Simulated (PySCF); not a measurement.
From one molecule to another.

First species: C₃H₁₂O₂Si₃.
Bonds: C1–O2, O2–Si3, Si3–C4, C4–Si5, C4–Si6, C4–C7, C7–O8 (double). Hydrogens: H9, H10, H11 on C1; H12, H13 on Si3; H14, H15, H16 on Si5; H17, H18, H19 on Si6; H20 on C7.

Second species: C6H11N3Si.
InChI=1S/C6H11N3Si/c1-10(2,3)6-4-8-9-5-7-6/h4-5H,1-3H3

Levels: PBE0/pcSseg-1 for dipole moment, HOMO energy, LUMO energy and HOMO–LUMO gap; GFN2-xTB for rotational constant A and rotational constant C. Geometries: GFN2-xTB. Each structure is a single optimised conformer of the isolated species, non-relativistic unless stated. Electronic properties by PySCF.

The conformers computed, where there is a choice (atom-mapped SMILES and torsion angles):
- `[CH3:1][O:2][SiH2:3][C:4]([SiH3:5])([SiH3:6])[CH:7]=[O:8]`: C1–O2–Si3–C4 -179°, O2–Si3–C4–Si5 64°, Si3–C4–C7–O8 0°
- `[CH3:1][Si:2]([CH3:3])([CH3:4])[c:5]1[cH:6][n:7][n:8][cH:9][n:10]1`: C1–Si2–C5–C6 59°

```json
{"property": "dipole moment", "column X": "2.15 D", "column Y": "3.73 D"}
{"property": "HOMO energy", "column X": "-7.72 eV", "column Y": "-6.59 eV"}
{"property": "LUMO energy", "column X": "-1.13 eV", "column Y": "-1.99 eV"}
{"property": "HOMO–LUMO gap", "column X": "6.59 eV", "column Y": "4.60 eV"}
{"property": "rotational constant A", "column X": "1.347 GHz", "column Y": "2.063 GHz"}
{"property": "rotational constant C", "column X": "0.815 GHz", "column Y": "0.665 GHz"}
```

Task: Which column belongs to which species?

Result: Column X is the first species and column Y the second. The first has 20 atoms and 88 electrons, the second 21 and 82.

Task: How does each property change from the first species to the second?

Result: dipole moment +1.58 D; HOMO energy +1.13 eV; LUMO energy -0.86 eV; HOMO–LUMO gap -1.99 eV; rotational constant A +0.716 GHz; rotational constant C -0.150 GHz.

On the first: The dipole equals about 7.2 × 10⁻³⁰ C·m (1 D = 3.33564 × 10⁻³⁰ C·m).

On the second: The dipole matches unit charges of opposite sign 0.78 Å apart (1 e·Å = 4.8032 D). A dipole of 3.73 D is allowed in Cs, and pure rotational transitions are dipole-allowed.
